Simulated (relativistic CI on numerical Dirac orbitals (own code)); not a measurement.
# What each ingredient does to the levels of Dy⁵⁴⁺

Base calculation: Dirac-Coulomb-Breit CI, KLI orbitals optimised for each configuration, a model potential for QED, unscaled Slater integrals.

Configurations in the expansion (outside the closed core [Ne]): 3s2, 3s.3p, 3p2, 3s.3d, 3d2, 3p.3d, 3p.4s, 3d.4s, 3s.4s, 3s.4p, 3s.4d, 3s.4f, 3s.5s, 3s.5p, 3s.5d, 4s2, 3s.5f, 3s.5g, 3s.6s, 3s.6p, 3s.6d. Levels of other configurations are missing.

The lowest level and the first level of each name with at least 55 % of one term (blank where a level has no safe partner in the second run):

```csv
Level,Base (eV),Shift (eV)
3s2 1S_0,0.000,0.000
3s.3p 3P°_0,116.399,+0.165
3s.3p 3P°_1,129.523,+0.165
3p2 3P_0,279.796,+0.309
3s.3p 3P°_2,331.521,+0.164
3s.3p 1P°_1,364.693,+0.164
3p2 1D_2,481.361,+0.273
3p2 3P_1,482.719,+0.312
3s.3d 3D_1,517.678,+0.049
3s.3d 3D_2,527.045,+0.072
3s.3d 3D_3,566.498,+0.049
3s.3d 1D_2,582.148,+0.069
3p.3d 3F°_2,643.482,+0.161
3p2 3P_2,705.629,+0.306
```

At this charge energies of transitions that change n are usually good to better than 1 %, and those within a shell (Δn = 0) to a few per cent.

(1) One thing was changed in a second run, which moved the levels as shown. Which?
A. P86 correlation estimate
B. configuration mixing switched off
C. one mean potential for all configurations
D. QED terms removed
E. Breit term removed

Answers

(1) A. P86 correlation estimate. A correlation estimate moves all levels of a configuration together before mixing; mixed levels move by a weighted share.

LS names give the leading component of a level, which can be under half, so a name can repeat, a term be missing and a line seem to break the LS rules.
